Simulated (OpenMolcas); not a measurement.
Mo+.

```
Program             : OpenMolcas
Method              : CASSCF
Basis               : ANO-RCC-VTZP [7s6p4d2f1g]
Scalar Hamiltonian  : DKH2, point nucleus
Active space        : 5 electrons in 5 orbitals (4d)
State averaging     : 2S+1 = 6 even, 1 root; 2S+1 = 4 even, 24 roots; 2S+1 = 2 even, 75 roots (67 in the spin-orbit step)
Spin-orbit coupling : state interaction with AMFI integrals over the reference wave functions, term energies averaged over their components
```

Levels without dynamic correlation, in cm-1 above 4d5 6S 5/2:

```csv
Level,E
4d5 4D 7/2,25642
4d5 4G 5/2,20735
4d5 4P 5/2 [65 %],23674
4d5 2I 11/2,29625
```

On this reference, MS-CASPT2, IPEA 0.25 Eh, imaginary shift 0.1 Eh (closed shells correlated: 4s 4p) puts 4d5 4D 7/2 at 19710 cm-1.

**Question.** Estimate the other levels at that method by one scale factor, and say how well it serves.

**Answer.** The factor is 19710 / 25642 = 0.769. Scaled values beside those that MS-CASPT2 gives and measured ones (NIST Handbook of Basic Atomic Spectroscopic Data):
| Level | Scaled | MS-CASPT2 | Miss (%) | Measured |
| --- | --- | --- | --- | --- |
| 4d5 4G 5/2 | 15945 | 16970 | -6.0 | 15199 |
| 4d5 4P 5/2 [65 %] | 18205 | 18360 | -0.8 |  |
| 4d5 2I 11/2 | 22782 | 25350 | -10.1 |  |
For these levels the scaled values miss MS-CASPT2 by up to 10.1 %, as correlation changes each term by its own factor, spin-orbit parts do not scale and CASPT2 has its own spread within terms. This holds within one configuration; levels of others move differently, and the target method has errors of its own against measurement.

Term energies are means over components that CASPT2 splits; among the terms shown or strongly mixed into the levels shown the widest spread is 1100 cm-1 (4d5 2I, MS-CASPT2). Some high roots are left out of the spin-orbit mixing, which shifts the levels that they would mix with. Configurations with an s electron lie low at this charge and mix in, so terms can be misplaced. Without dynamic correlation excited terms often stand tens of per cent too high (terms of higher spin than the ground term too low), and those without a measured partner can miss by more than the paired ones (holds for CASSCF). Computed and measured levels are paired by configuration, term and J; levels that our copy of the source lacks, or whose pairing is in doubt (as where it misses far off the trend of its configuration), stay unpaired and out of the deviations. Levels of configurations outside the active space are missing.

A share in square brackets marks a mixed level and gives the weight of the term that names it, the lowest over the columns.
